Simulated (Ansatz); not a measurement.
Species: BH, charge 0, singlet. BH (λ1-borane, SMILES [BH]).
B3LYP-D3(BJ)/def2-TZVP minimum from Ansatz (an electronic-structure program):
```xyz
2

B      0.0000     0.0000    -0.2055
H      0.0000     0.0000     1.0276
```

Total energies in cc-pV5Z, 4 correlated electrons, 1 frozen orbitals. Radicals and triplets start from unrestricted determinants; spin-orbit coupling is neglected. Correlated methods leave the cores frozen. No relativity. The restricted determinant of HB ([BH], singlet) is unstable towards broken spin symmetry in at least one set run.

```tsv
method	program	energy (Eh)	error against FCI (mEh)
HF	Ansatz	-25.13155	105.15
MP2	Ansatz	-25.21147	25.22
CCSD	Ansatz	-25.23393	2.76
CCSD(T)	Ansatz	-25.23621	0.48
UCCSD(T)	Ansatz	-25.23608	0.62
CCSDT(Q)	Ansatz	-25.23668	0.02
FCI	Ansatz	-25.23670	0.00
```

Rough core times of Ansatz's runs on a shared machine: CCSD(T) under 20 s, UCCSD(T) under 20 s, CCSDT(Q) 40 s, FCI 3 min.
